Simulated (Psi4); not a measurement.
Pair of molecules, SMILES C#N with SMILES O=CO (the first has 3 atoms); geometry from B3LYP-D3(BJ)/def2-TZVP.
(charge 0, multiplicity 1):
```xyz
8

C      0.2913     0.1946    -0.1467
N     -0.2525    -0.2945     0.7320
H      0.8014     0.6532    -0.9642
O      0.9439     0.6454     3.8066
C      0.1013    -0.0862     4.2512
O     -0.7654    -0.8072     3.5395
H     -0.0637    -0.2567     5.3245
H     -0.6117    -0.6498     2.5819
```

The numbers are results of SAPT0/jun-cc-pV(D+d)Z (Psi4), not measurements.

### Question
Give the four SAPT terms and the total, and say what mostly holds the pair together.

### Answer
electrostatics -9.24, exchange 8.97, induction -3.66, dispersion -2.36, total -6.30 kcal/mol; the largest attraction is electrostatics.
